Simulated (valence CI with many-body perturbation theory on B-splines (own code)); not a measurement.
**Energy levels of Mn18+**

Computed by valence CI with perturbative core correlation (CI+MBPT): five valence electrons over a frozen Dirac-Fock core [He], a basis of 11 s, 11 p, 10 d, 8 f, 5 g, 2 h functions for each j, with the one-electron correlation potential Σ1, the two-electron term Σ2, the three-electron term Σ3, Breit, model QED; selected CI, second order for the rest, scaled by the run's own slope (own B-spline code, finite nucleus).

No measured levels were compared; by estimate levels of excited configurations hold to 0.05 to 0.15 % of their energy, terms of the ground configuration to about 0.5 %. Among the levels kept, up to 5400 cm⁻¹ of a level comes from second order outside the variational space, and about a tenth of that is noise between levels of different J, which matters for small intervals.

Levels 46 to 90 of 204, with energies above the lowest level, 2s2.2p3 4S°_3/2. "Leading %" is the weight of the configuration and term that name the level; weights of strongly mixed levels are sums over their largest components and can fall short, so below about 35 % the name and the second component can differ from the true leading terms, or belong to a minority configuration. In the jj column 3d3/2^4 stands for four electrons in 3d with j = 3/2.

```tsv
No.	Configuration	Term	J	E (eV)	Leading %	g	Leading jj	Second component
46	2s2.2p2.3d	2P	3/2	871.88	47	1.067	2s^2 2p1/2 2p3/2 3d3/2 (88 %)	26 % 2s2.2p2.3d 4F
47	2s2.2p2.3d	4D	1/2	872.85	81	0.168	2s^2 2p1/2 2p3/2 3d3/2 (98 %)	14 % 2s2.2p2.3d 2P
48	2s2.2p2.3d	4F	5/2	872.93	37	1.083	2s^2 2p1/2 2p3/2 3d3/2 (74 %)	34 % 2s2.2p2.3d 2F
49	2s2.2p2.3p	2P°	3/2	873.43	65	1.326	2s^2 2p3/2^2 3p3/2 (66 %)	13 % 2s.2p3.3s 4S°
50	2s2.2p2.3d	4D	3/2	875.59	50	1.255	2s^2 2p1/2 2p3/2 3d5/2 (78 %)	30 % 2s2.2p2.3d 2P
51	2s2.2p2.3d	4D	7/2	875.86	42	1.267	2s^2 2p1/2 2p3/2 3d3/2 (48 %)	34 % 2s2.2p2.3d 2F
52	2s2.2p2.3d	4F	9/2	875.90	85	1.303	2s^2 2p1/2 2p3/2 3d5/2 (68 %)	13 % 2s2.2p2.3d 2G
53	2s2.2p2.3d	2F	5/2	876.12	55	1.128	2s^2 2p1/2 2p3/2 3d5/2 (87 %)	24 % 2s2.2p2.3d 4P
54	2s.2p3.3s	4S°	3/2	876.74	69	1.882	2s 2p1/2 2p3/2^2 3s (35 %)	12 % 2s2.2p2.3p 4S°
55	2s2.2p2.3p	2P°	1/2	878.81	92	0.666	2s^2 2p3/2^2 3p1/2 (84 %)	
56	2s2.2p2.3d	4P	5/2	879.96	47	1.442	2s^2 2p1/2 2p3/2 3d5/2 (39 %)	34 % 2s2.2p2.3d 4D
57	2s2.2p2.3p	2P°	3/2	880.16	78	1.330	2s^2 2p3/2^2 3p3/2 (83 %)	5 % 2s2.2p2.3p 2D°
58	2s2.2p2.3d	2P	1/2	881.18	71	0.934	2s^2 2p3/2^2 3d5/2 (48 %)	12 % 2s2.2p2.3d 4P
59	2s2.2p2.3d	4P	3/2	881.30	74	1.596	2s^2 2p1/2 2p3/2 3d3/2 (57 %)	10 % 2s2.2p2.3d 4D
60	2s2.2p2.3d	4P	1/2	882.22	73	2.151	2s^2 2p1/2 2p3/2 3d3/2 (61 %)	15 % 2s2.2p2.3d 2P
61	2s2.2p2.3d	2F	7/2	883.49	49	1.175	2s^2 2p3/2^2 3d5/2 (48 %)	26 % 2s2.2p2.3d 4D
62	2s2.2p2.3d	2D	3/2	886.69	84	0.842	2s^2 2p1/2 2p3/2 3d5/2 (72 %)	7 % 2s2.2p2.3d 2P
63	2s2.2p2.3d	2D	5/2	886.83	76	1.130	2s^2 2p1/2 2p3/2 3d5/2 (43 %)	21 % 2s2.2p2.3d 2F
64	2s.2p3.3p	6P	3/2	888.47	95	2.366	2s 2p1/2 2p3/2^2 3p1/2 (46 %)	
65	2s.2p3.3p	6P	5/2	889.20	92	1.855	2s 2p1/2 2p3/2^2 3p1/2 (34 %)	5 % 2s.2p3.3p 4P
66	2s2.2p2.3d	2G	7/2	890.77	43	1.152	2s^2 2p3/2^2 3d5/2 (36 %)	30 % 2s2.2p2.3d 2F
67	2s.2p3.3p	6P	7/2	891.07	78	1.573	2s 2p1/2 2p3/2^2 3p3/2 (40 %)	10 % 2s2.2p2.3d 2G
68	2s2.2p2.3d	2G	9/2	892.58	86	1.138	2s^2 2p3/2^2 3d5/2 (68 %)	13 % 2s2.2p2.3d 4F
69	2s2.2p2.3d	2D	3/2	894.32	83	0.876	2s^2 2p3/2^2 3d3/2 (62 %)	4 % 2s2.2p2.3d 4P
70	2s2.2p2.3d	2D	5/2	894.76	54	1.127	2s^2 2p3/2^2 3d3/2 (51 %)	25 % 2s2.2p2.3d 2F
71	2s2.2p2.3d	2P	1/2	896.96	89	0.762	2s^2 2p1/2 2p3/2 3d5/2 (38 %)	
72	2s2.2p2.3d	2F	7/2	896.98	72	1.095	2s^2 2p3/2^2 3d3/2 (70 %)	21 % 2s2.2p2.3d 2G
73	2s.2p3.3p	4P	5/2	898.50	88	1.587	2s 2p1/2 2p3/2^2 3p3/2 (41 %)	6 % 2s.2p3.3p 6P
74	2s.2p3.3p	4P	3/2	898.55	93	1.730	2s 2p1/2^2 2p3/2 3p3/2 (39 %)	
75	2s.2p3.3s	4D°	3/2	899.20	86	1.260	2s 2p1/2 2p3/2^2 3s (50 %)	10 % 2s.2p3.3s 4P°
76	2s.2p3.3p	4P	1/2	899.33	96	2.620	2s 2p1/2 2p3/2^2 3p3/2 (57 %)	
77	2s.2p3.3s	4D°	5/2	899.37	84	1.401	2s 2p1/2 2p3/2^2 3s (64 %)	13 % 2s.2p3.3s 4P°
78	2s.2p3.3s	4D°	1/2	899.41	89	0.133	2s 2p1/2^2 2p3/2 3s (49 %)	
79	2s2.2p2.3d	2D	5/2	900.24	52	1.078	2s^2 2p3/2^2 3d5/2 (71 %)	39 % 2s2.2p2.3d 2F
80	2s2.2p2.3d	2S	1/2	900.54	84	1.992	2s^2 2p3/2^2 3d3/2 (35 %)	8 % 2s2.2p2.3d 4P
81	2s2.2p2.3d	2P	3/2	900.70	84	1.314	2s^2 2p3/2^2 3d5/2 (67 %)	6 % 2s2.2p2.3d 4P
82	2s.2p3.3s	4D°	7/2	901.45	98	1.426	2s 2p1/2 2p3/2^2 3s (98 %)	
83	2s.2p3.3s	2D°	3/2	907.42	81	0.903	2s 2p1/2 2p3/2^2 3s (49 %)	11 % 2s.2p3.3s 2P°
84	2s.2p3.3s	2D°	5/2	908.84	83	1.242	2s 2p1/2 2p3/2^2 3s (87 %)	9 % 2s.2p3.3s 4P°
85	2s2.2p2.3d	2D	5/2	910.33	84	1.185	2s^2 2p3/2^2 3d5/2 (80 %)	5 % 2s2.2p2.3d 2F
86	2s2.2p2.3d	2D	3/2	911.57	92	0.801	2s^2 2p3/2^2 3d3/2 (83 %)	
87	2s.2p3.3s	4P°	1/2	915.10	94	2.564	2s 2p1/2 2p3/2^2 3s (90 %)	
88	2s.2p3.3s	4P°	3/2	916.15	81	1.641	2s 2p1/2 2p3/2^2 3s (63 %)	9 % 2s.2p3.3s 4D°
89	2s.2p3.3s	4P°	5/2	918.08	68	1.515	2s 2p3/2^3 3s (57 %)	17 % 2s.2p3.3s 2D°
90	2s.2p3.3d	6D°	1/2	918.25	97	3.308	2s 2p1/2 2p3/2^2 3d3/2 (50 %)
```

Names give the largest LS component (configuration and term), which can be under half, so a name can repeat, a term be missing and a line seem to break the LS rules; names also repeat where a configuration has a term twice.

Where two levels of one J and parity lie close, their mixing, g and order are uncertain.
